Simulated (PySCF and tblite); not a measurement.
The numbers below are computed, except where a source is named.
System: pivalic acid, C5H10O2, numbered as in [CH3:1][C:2]([CH3:3])([CH3:4])[C:5](=[O:6])[OH:7].

Geometries: B3LYP-D3(BJ)/def2-SVP; energies: PBE0/pcSseg-1 + D3(BJ); zero-point and thermal terms from GFN2-xTB harmonic modes (soft modes blended into free rotors). Rate constants are transition-state-theory values, counting equivalent paths, without tunnelling. (PySCF 2.14 with density fitting, tblite 0.8.)

Tunnelling of the moving H, left out here, will speed the real process. In real samples such hydrogens mostly exchange between molecules or through solvent, far faster than by this path.

(1) What barrier does the shift of H on O7 from O7 to O6 meet, and how fast is it at 298 K?

Answers

(1) The electronic barrier is 32.0 kcal/mol and ΔG‡(298 K) 28.6 kcal/mol, over a Cs saddle with an imaginary mode of 1768i cm⁻¹ (GFN2-xTB). With 2 equivalent paths, k is 1.3×10⁻⁸ s⁻¹.
